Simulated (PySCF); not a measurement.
C5H12AsNO.
InChI=1S/C5H12AsNO/c1-6-4-5(8)7(2)3/h6H,4H2,1-3H3

The calculation used TDDFT CAM-B3LYP/def2-SVPD, vertical, gas phase, core orbitals frozen in the response in PySCF 2.14.0, density-fitted response routines. The structure is a single PBE0-D3(BJ)/def2-SVP conformer in the gas phase; no vibrational or solvent corrections. Relativistic effects, spin–orbit coupling among them, are left out although an element past zinc is present. Torsions of this conformer, `[CH3:1][AsH:2][CH2:3][C:4](=[O:5])[N:6]([CH3:7])[CH3:8]`: C1–As2–C3–C4 76°, As2–C3–C4–O5 -8°, C3–C4–N6–C7 3°.

Broadening: Gaussians 0.5 eV wide at half height, area fixed by f = 4.319×10⁻⁹ ∫ε dν̃. The width is an assumption, not a result. The curve ends short of the highest state used, and states not computed would add to its high-energy end.

| E (eV) | ε (L mol⁻¹ cm⁻¹) |
| --- | --- |
| 5.07 | 0 |
| 5.13 | 0 |
| 5.20 | 1 |
| 5.27 | 1 |
| 5.33 | 3 |
| 5.40 | 6 |
| 5.47 | 13 |
| 5.53 | 23 |
| 5.60 | 46 |
| 5.66 | 87 |
| 5.73 | 187 |
| 5.80 | 393 |
| 5.86 | 716 |
| 5.93 | 1345 |
| 6.00 | 2313 |
| 6.06 | 3418 |
| 6.13 | 4938 |
| 6.19 | 6293 |
| 6.26 | 7722 |
| 6.33 | 8824 |
| 6.39 | 9508 |
| 6.46 | 10197 |
| 6.53 | 11132 |
| 6.59 | 12419 |
| 6.66 | 14654 |
| 6.72 | 17087 |
| 6.79 | 20062 |
| 6.86 | 22436 |
| 6.92 | 23415 |
| 6.99 | 22940 |

(1) Locate the maxima and give the states behind the curve.

(2) Coming from long wavelengths, where does ε first pass 100 L mol⁻¹ cm⁻¹?

(3) On this curve, what absorbance would a 10⁻⁵ mol/L sample give at 193 nm over a 1 cm path?

## Answers

(1) 179 nm (6.94 eV), ε about 23000, made up of S6 (68%) and S7 (19%) (ε in L mol⁻¹ cm⁻¹; maxima over ε = 5, shares over 10%). The states used: S1 5.82 eV (f 0.0007); S2 6.30 eV (f 0.094); S3 6.38 eV (f 0.037); S4 6.58 eV (f 0.046); S5 6.77 eV (f 0.042); S6 6.93 eV (f 0.298); S7 7.06 eV (f 0.101); S8 7.24 eV (f 0.015); S9 7.41 eV (f 0.039); S10 7.59 eV (f 0.0040).

(2) At about 219 nm (5.67 eV), 0.15 eV below S1.

(3) 193 nm is 6.424 eV, where ε is about 9800 L mol⁻¹ cm⁻¹, so A = ε c l ≈ 0.098 (Beer–Lambert, with the gas-phase spectrum and the assumed width).

All these states lie below the vertical ionisation energy of 8.75 eV (ΔSCF).
